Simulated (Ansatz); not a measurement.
`C[Si](C)(N)O`. The species carries charge 0 and has multiplicity 1. The structure was optimised at the PBE0-D4/def2-TZVP level. It is one conformer, not always the lowest.

```xyz
14

C     1.294   -0.700   -0.994
Si   -0.038    0.274   -0.135
C    -0.064   -0.069    1.699
N    -1.634   -0.036   -0.698
O     0.357    1.846   -0.468
H     1.260   -0.534   -2.074
H     2.285   -0.401   -0.645
H     1.176   -1.772   -0.814
H    -0.263   -1.124    1.907
H     0.902    0.180    2.145
H    -0.829    0.525    2.205
H    -2.258   -0.622   -0.169
H    -1.858   -0.053   -1.679
H    -0.330    2.487   -0.281
```

**Question.** What is the dipole moment at PBE/def2-TZVPP? (Best estimate.)

**Answer.** Ansatz gave: 1.71 D, with components (-1.52, -0.78, 0.16) D in this frame, pointing from negative to positive charge.

**Question.** And with r2SCAN, B3LYP, ωB97M-V? (Estimate.)

**Answer.** Computed: r2SCAN 1.74 D, B3LYP 1.76 D, ωB97M-V 1.76 D.

**Question.** Give the Mulliken charges with PBE, ωB97M-V, B3LYP in def2-TZVPP. (An estimate is asked.)

**Answer.** The calculation gave: 
| atom | PBE | ωB97M-V | B3LYP |
| --- | --- | --- | --- |
| C1 | -0.38 | -0.45 | -0.39 |
| Si2 | 0.49 | 0.61 | 0.63 |
| C3 | -0.40 | -0.47 | -0.41 |
| N4 | -0.40 | -0.37 | -0.42 |
| O5 | -0.36 | -0.39 | -0.41 |
| H6 | 0.09 | 0.11 | 0.09 |
| H7 | 0.10 | 0.12 | 0.10 |
| H8 | 0.09 | 0.11 | 0.09 |
| H9 | 0.09 | 0.11 | 0.09 |
| H10 | 0.10 | 0.12 | 0.10 |
| H11 | 0.10 | 0.11 | 0.09 |
| H12 | 0.14 | 0.11 | 0.13 |
| H13 | 0.14 | 0.11 | 0.13 |
| H14 | 0.18 | 0.17 | 0.18 |

B3LYP here is the variant with VWN-RPA as its local correlation; programs differ in this.
